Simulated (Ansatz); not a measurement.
Hf₂P₂, relaxed as a singlet with RKS PBE-D4/def2-SVP in Ansatz, starting from the GFN1-xTB geometry. Force threshold 0.02 eV/Å.

In the def2 sets Hf takes a core potential; there is no spin–orbit coupling. The restricted singlet is unstable towards broken spin symmetry at other levels; at PBE-D4/def2-SVP this wasn't settled. The structure comes from a short search, and lower isomers may exist.

Start:

```
atom    x (Å)    y (Å)    z (Å)
 Hf1  -1.4017  -0.1429  -0.2522
 Hf2   1.4012   0.1432   0.2537
  P3  -0.1601   1.9984  -0.2419
  P4   0.1605  -1.9987   0.2404
```

(1) Estimate the energy that the relaxation releases and the steps that it takes.

(2) Does the start keep its bonding and symmetry?

(3) Predict the relaxed structure.

Answers

(1) 103.6 kJ/mol, in 12 steps; 33 s on 4 threads of Arm Neoverse N1 on a shared host. No frequencies were taken in this run, so the end may be a saddle point.

(2) By distances, no bond broke or formed. The bond that changes most is Hf1–P4, from 2.48 to 2.42 Å (atoms count from 1). Point group D2h at the start, C2v at the end, both within 0.05 Å.

(3) 
```
atom   x (Å)   y (Å)   z (Å)
 Hf1  -1.416  -0.089   0.204
 Hf2   1.245   0.183   0.685
  P3  -0.056   1.715  -0.657
  P4   0.226  -1.808  -0.232
```
Bond lengths (bridged metal pairs left out): 4 × Hf–P 2.42 Å.
